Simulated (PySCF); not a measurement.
# P²⁺ (phosphorus, charge +2) across methods

[Ne] 3s2 3p1, 2P determinant. Calculation: PySCF 2.14, in aug-cc-pV(T+d)Z; no relativity, point nucleus.

```json
{"method": "revPBE", "E (hartree)": "-340.0950", "mean ε 3s α (eV)": "-34.214", "mean ε 3s β (eV)": "-33.042", "mean ε 3p α (eV)": "-24.975", "Σ⟨r²⟩ (bohr²)": "13.94", "⟨S²⟩": "0.754"}
{"method": "r2SCAN0", "E (hartree)": "-340.1208", "mean ε 3s α (eV)": "-36.126", "mean ε 3s β (eV)": "-34.463", "mean ε 3p α (eV)": "-26.688", "Σ⟨r²⟩ (bohr²)": "13.96", "⟨S²⟩": "0.759"}
{"method": "PBE0", "E (hartree)": "-340.0254", "mean ε 3s α (eV)": "-35.913", "mean ε 3s β (eV)": "-34.398", "mean ε 3p α (eV)": "-26.368", "Σ⟨r²⟩ (bohr²)": "13.93", "⟨S²⟩": "0.755"}
{"method": "TPSS", "E (hartree)": "-340.1751", "mean ε 3s α (eV)": "-34.510", "mean ε 3s β (eV)": "-33.127", "mean ε 3p α (eV)": "-25.273", "Σ⟨r²⟩ (bohr²)": "13.92", "⟨S²⟩": "0.755"}
{"method": "PBE", "E (hartree)": "-339.9955", "mean ε 3s α (eV)": "-34.249", "mean ε 3s β (eV)": "-33.106", "mean ε 3p α (eV)": "-24.953", "Σ⟨r²⟩ (bohr²)": "13.92", "⟨S²⟩": "0.754"}
{"method": "UHF", "E (hartree)": "-339.64805", "mean ε 3s α (eV)": "-40.054", "mean ε 3s β (eV)": "-37.074", "mean ε 3p α (eV)": "-29.974", "Σ⟨r²⟩ (bohr²)": "14.10", "⟨S²⟩": "0.764"}
{"method": "CAM-B3LYP", "E (hartree)": "-340.1686", "mean ε 3s α (eV)": "-37.461", "mean ε 3s β (eV)": "-35.974", "mean ε 3p α (eV)": "-27.728", "Σ⟨r²⟩ (bohr²)": "13.95", "⟨S²⟩": "0.754"}
{"method": "LDA", "E (hartree)": "-338.8778", "mean ε 3s α (eV)": "-34.324", "mean ε 3s β (eV)": "-33.250", "mean ε 3p α (eV)": "-24.802", "Σ⟨r²⟩ (bohr²)": "13.92", "⟨S²⟩": "0.752"}
{"method": "r2SCAN", "E (hartree)": "-340.1196", "mean ε 3s α (eV)": "-34.588", "mean ε 3s β (eV)": "-33.242", "mean ε 3p α (eV)": "-25.403", "Σ⟨r²⟩ (bohr²)": "13.96", "⟨S²⟩": "0.759"}
```
